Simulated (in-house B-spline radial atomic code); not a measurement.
Computed with a B-spline radial atomic code. Model: two electrons, singlet ground state, non-relativistic, full CI in B-splines with partial waves to l = 8 (at full coupling up to 3e-4 hartree above the limit, correlation up to 0.6 % small), density held at that of full coupling by Lieb maximisation.

Along the adiabatic connection the electron repulsion is scaled by a coupling λ while a local potential keeps the density fixed. At λ = 0 the system is the Kohn-Sham one and W equals the exchange energy; the exchange-correlation energy is the area under W between 0 and 1. The kinetic energy rises with λ as the electrons avoid each other, with dT/dλ = −λ dW/dλ.

Command:
```bash
python run_ac.py task.json out
```
Settings (lengths in bohr, energies in hartree):
```
potential              coulomb
strength               1.8
lmax                   8
```

Cost of the run: 31 s on 1 thread of Intel(R) Xeon(R) Processor @ 2.30GHz, with other jobs on the host.

**W = mean repulsion less Hartree energy, and W of three functionals.**

Given: confinement point charge; nuclear charge 1.8; external potential -Z/r.

Computed: PBE exchange minus exact 8.4429 millihartree; SCAN exchange minus exact -5.4451 millihartree.

```json
{"coupling": "0", "W xc (hartree)": "-0.89884", "W xc minus exchange (millihartree)": "0", "kinetic minus Kohn-Sham (millihartree)": "0", "LDA (PW92) W minus its exchange (millihartree)": "0", "PBE W minus its exchange (millihartree)": "0", "SCAN W minus its exchange (millihartree)": "0"}
{"coupling": "0.02", "W xc (hartree)": "-0.90078", "W xc minus exchange (millihartree)": "-1.938", "kinetic minus Kohn-Sham (millihartree)": "0.02", "LDA (PW92) W minus its exchange (millihartree)": "-11.53", "PBE W minus its exchange (millihartree)": "-1.74", "SCAN W minus its exchange (millihartree)": "-1.81"}
{"coupling": "0.05", "W xc (hartree)": "-0.90365", "W xc minus exchange (millihartree)": "-4.807", "kinetic minus Kohn-Sham (millihartree)": "0.12", "LDA (PW92) W minus its exchange (millihartree)": "-23.44", "PBE W minus its exchange (millihartree)": "-4.38", "SCAN W minus its exchange (millihartree)": "-4.46"}
{"coupling": "0.12", "W xc (hartree)": "-0.91017", "W xc minus exchange (millihartree)": "-11.333", "kinetic minus Kohn-Sham (millihartree)": "0.67", "LDA (PW92) W minus its exchange (millihartree)": "-44.49", "PBE W minus its exchange (millihartree)": "-10.57", "SCAN W minus its exchange (millihartree)": "-10.39"}
{"coupling": "0.25", "W xc (hartree)": "-0.9217", "W xc minus exchange (millihartree)": "-22.862", "kinetic minus Kohn-Sham (millihartree)": "2.8", "LDA (PW92) W minus its exchange (millihartree)": "-73.56", "PBE W minus its exchange (millihartree)": "-21.82", "SCAN W minus its exchange (millihartree)": "-20.69"}
{"coupling": "0.4", "W xc (hartree)": "-0.93412", "W xc minus exchange (millihartree)": "-35.283", "kinetic minus Kohn-Sham (millihartree)": "6.82", "LDA (PW92) W minus its exchange (millihartree)": "-99.52", "PBE W minus its exchange (millihartree)": "-34.2", "SCAN W minus its exchange (millihartree)": "-31.65"}
{"coupling": "0.6", "W xc (hartree)": "-0.94937", "W xc minus exchange (millihartree)": "-50.53", "kinetic minus Kohn-Sham (millihartree)": "14.42", "LDA (PW92) W minus its exchange (millihartree)": "-127.32", "PBE W minus its exchange (millihartree)": "-49.61", "SCAN W minus its exchange (millihartree)": "-45.01"}
{"coupling": "0.8", "W xc (hartree)": "-0.96328", "W xc minus exchange (millihartree)": "-64.442", "kinetic minus Kohn-Sham (millihartree)": "24.14", "LDA (PW92) W minus its exchange (millihartree)": "-150.28", "PBE W minus its exchange (millihartree)": "-63.82", "SCAN W minus its exchange (millihartree)": "-57.18"}
{"coupling": "1", "W xc (hartree)": "-0.97602", "W xc minus exchange (millihartree)": "-77.18", "kinetic minus Kohn-Sham (millihartree)": "35.59", "LDA (PW92) W minus its exchange (millihartree)": "-169.95", "PBE W minus its exchange (millihartree)": "-76.94", "SCAN W minus its exchange (millihartree)": "-68.34"}
{"coupling": "1.4", "W xc (hartree)": "-0.99849", "W xc minus exchange (millihartree)": "-99.654", "kinetic minus Kohn-Sham (millihartree)": "62.43", "LDA (PW92) W minus its exchange (millihartree)": "-202.55", "PBE W minus its exchange (millihartree)": "-100.35", "SCAN W minus its exchange (millihartree)": "-88.19"}
{"coupling": "2", "W xc (hartree)": "?", "W xc minus exchange (millihartree)": "?", "kinetic minus Kohn-Sham (millihartree)": "?", "LDA (PW92) W minus its exchange (millihartree)": "?", "PBE W minus its exchange (millihartree)": "?", "SCAN W minus its exchange (millihartree)": "?"}
{"coupling": "3", "W xc (hartree)": "-1.0611", "W xc minus exchange (millihartree)": "-162.29", "kinetic minus Kohn-Sham (millihartree)": "195.57", "LDA (PW92) W minus its exchange (millihartree)": "-286.81", "PBE W minus its exchange (millihartree)": "-168.26", "SCAN W minus its exchange (millihartree)": "-145.63"}
{"coupling": "4.5", "W xc (hartree)": "?", "W xc minus exchange (millihartree)": "?", "kinetic minus Kohn-Sham (millihartree)": "?", "LDA (PW92) W minus its exchange (millihartree)": "?", "PBE W minus its exchange (millihartree)": "?", "SCAN W minus its exchange (millihartree)": "?"}
{"coupling": "7", "W xc (hartree)": "-1.1344", "W xc minus exchange (millihartree)": "-235.51", "kinetic minus Kohn-Sham (millihartree)": "538.59", "LDA (PW92) W minus its exchange (millihartree)": "-386.69", "PBE W minus its exchange (millihartree)": "-257.44", "SCAN W minus its exchange (millihartree)": "-219.12"}
{"coupling": "10", "W xc (hartree)": "-1.1613", "W xc minus exchange (millihartree)": "-262.45", "kinetic minus Kohn-Sham (millihartree)": "764.33", "LDA (PW92) W minus its exchange (millihartree)": "-426.91", "PBE W minus its exchange (millihartree)": "-294.87", "SCAN W minus its exchange (millihartree)": "-247.65"}
```

Problem. What belongs in the row 2?

Solution. W xc (hartree): -1.0262; W xc minus exchange (millihartree): -127.38; kinetic minus Kohn-Sham (millihartree): 109.25; LDA (PW92) W minus its exchange (millihartree): -240.51; PBE W minus its exchange (millihartree): -129.82; SCAN W minus its exchange (millihartree): -113.13.

Problem. What belongs in the row 4.5?

Solution. W xc (hartree): -1.0971; W xc minus exchange (millihartree): -198.29; kinetic minus Kohn-Sham (millihartree): 328.67; LDA (PW92) W minus its exchange (millihartree): -334.77; PBE W minus its exchange (millihartree): -210.25; SCAN W minus its exchange (millihartree): -180.81.

Problem. What is the LDA exchange minus exact?

Solution. 123.1 millihartree.

**Energy parts, natural occupations and partial-wave weights.**

Computed: total energy -2.2683 hartree; correlation energy -0.041593 hartree; kinetic part of the DFT correlation energy 0.035587 hartree; initial slope twice GL2 -0.097371 hartree; kinetic part over minus potential part 0.46109; Hartree energy 1.7977 hartree; Kohn-Sham kinetic 2.2325 hartree.

| natural | occupation of the shell (electrons) |
| --- | --- |
| s | 1.9796 |
| s | 0.010114 |
| p | 0.0093367 |
| d | ? |
| p | 0.00028934 |
| s | 0.00015383 |

Problem. What belongs in the row d?

Solution. occupation of the shell (electrons): 0.00037594.

```json
{"wave": "s", "weight": "0.99493"}
{"wave": "p", "weight": "0.0048264"}
{"wave": "d", "weight": "0.00020986"}
{"wave": "f", "weight": "?"}
{"wave": "g", "weight": "6.4023e-06"}
```

Problem. What belongs in the row f?

Solution. weight: 2.8195e-05.

Problem. What is the Lieb Oxford ratio E_xc over LDA exchange?

Solution. 1.2123.

Problem. What is the exchange energy?

Solution. -0.89884 hartree.

Half-way to full coupling W has made 56 % of its drop, against 50 % for a straight line, and second-order (GL2) theory, half the initial slope, overshoots the correlation energy by about 17 %: a moderate bend, as in light atoms. Over couplings 0 to 1 the errors in E_xc come to about +58 millihartree for LDA, +9.2 millihartree for PBE, -0.9 millihartree for SCAN, so SCAN is nearest. In LDA and SCAN the errors of exchange and correlation have opposite signs, so the sum is smaller than the larger of the two.
